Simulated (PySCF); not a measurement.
Predicted microwave data (PySCF, PBE0-D3(BJ)/def2-SVP geometry optimisation, gas phase) for one isomer of C7H9Cl3O:

- Rotational constants: A = 1205, B = 488.6, C = 451.3 MHz
- Dipole components: |μa| = 1.08 D, |μb| = 0.48 D, |μc| = 1.91 D
- Inertial defect: -333.92 u·Å²
- κ: -0.90

Task: Which candidate fits, each taken in the one conformer that was computed?
A. `[Cl:1][C:2]([Cl:3])([Cl:4])[C@@H:5]1[CH2:6][CH2:7][C@@H:8]2[O:9][C@@H:10]2[CH2:11]1` with C2–C5–C6–C7 168°, C5–C6–C7–C8 53°, C6–C7–C8–O9 46°, C7–C8–O9–C10 -111°
B. `[CH2:1]=[CH:2][CH2:3]/[C:4](=[CH:5]\[C:6]([Cl:7])([Cl:8])[Cl:9])[O:10][CH3:11]` with C1–C2–C3–C4 126°, C2–C3–C4–C5 -115°, C3–C4–O10–C11 -178°
C. `[CH2:1]=[C:2]([CH2:3]/[CH:4]=[CH:5]\[C:6]([Cl:7])([Cl:8])[Cl:9])[O:10][CH3:11]` with C1–C2–C3–C4 111°, C2–C3–C4–C5 -127°, C1–C2–O10–C11 -2°
D. `[CH3:1][CH2:2]/[C:3](=[CH:4]/[C:5]([CH3:6])=[O:7])[C:8]([Cl:9])([Cl:10])[Cl:11]` with C1–C2–C3–C4 111°, C3–C4–C5–C6 -118°
E. `ClC(Cl)(Cl)[C@@H]1C[C@@H]2O[C@H]1CC2`

Result: A. It is ClC(Cl)(Cl)[C@@H]1CC[C@@H]2O[C@@H]2C1, a near-prolate asymmetric top, point group C1. The candidates at the same level (rigid rotor, commonest isotopes):

```json
{"SMILES": "CC/C(=C/C(C)=O)C(Cl)(Cl)Cl", "A (MHz)": "960.1", "B (MHz)": "591.1", "C (MHz)": "513.2", "μa (D)": "0.01", "μb (D)": "2.10", "μc (D)": "2.74", "Δ (u·Å²)": "-396.74", "point group": "C1", "rotor": "asymmetric top"}
{"SMILES": "ClC(Cl)(Cl)[C@@H]1CC[C@@H]2O[C@@H]2C1", "A (MHz)": "1205", "B (MHz)": "488.6", "C (MHz)": "451.3", "μa (D)": "1.08", "μb (D)": "0.48", "μc (D)": "1.91", "Δ (u·Å²)": "-333.92", "point group": "C1", "rotor": "near-prolate asymmetric top"}
{"SMILES": "ClC(Cl)(Cl)[C@@H]1C[C@H]2CC[C@@H]1O2", "A (MHz)": "1213", "B (MHz)": "544.2", "C (MHz)": "521.2", "μa (D)": "1.95", "μb (D)": "0.10", "μc (D)": "1.81", "Δ (u·Å²)": "-375.74", "point group": "C1", "rotor": "near-prolate asymmetric top"}
{"SMILES": "C=C(C/C=C\\C(Cl)(Cl)Cl)OC", "A (MHz)": "1454", "B (MHz)": "336.8", "C (MHz)": "328.6", "μa (D)": "2.60", "μb (D)": "0.47", "μc (D)": "0.91", "Δ (u·Å²)": "-309.95", "point group": "C1", "rotor": "near-prolate asymmetric top"}
{"SMILES": "C=CC/C(=C\\C(Cl)(Cl)Cl)OC", "A (MHz)": "860.3", "B (MHz)": "533.8", "C (MHz)": "423.2", "μa (D)": "2.03", "μb (D)": "2.16", "μc (D)": "0.32", "Δ (u·Å²)": "-340.02", "point group": "C1", "rotor": "asymmetric top"}
```

`C=C(C/C=C\C(Cl)(Cl)Cl)OC` has B 31 % too low; `CC/C(=C/C(C)=O)C(Cl)(Cl)Cl` has B 21 % too high; `ClC(Cl)(Cl)[C@@H]1C[C@H]2CC[C@@H]1O2` has C 15 % too high; `C=CC/C(=C\C(Cl)(Cl)Cl)OC` has A 29 % too low. No structure here is proved a minimum.
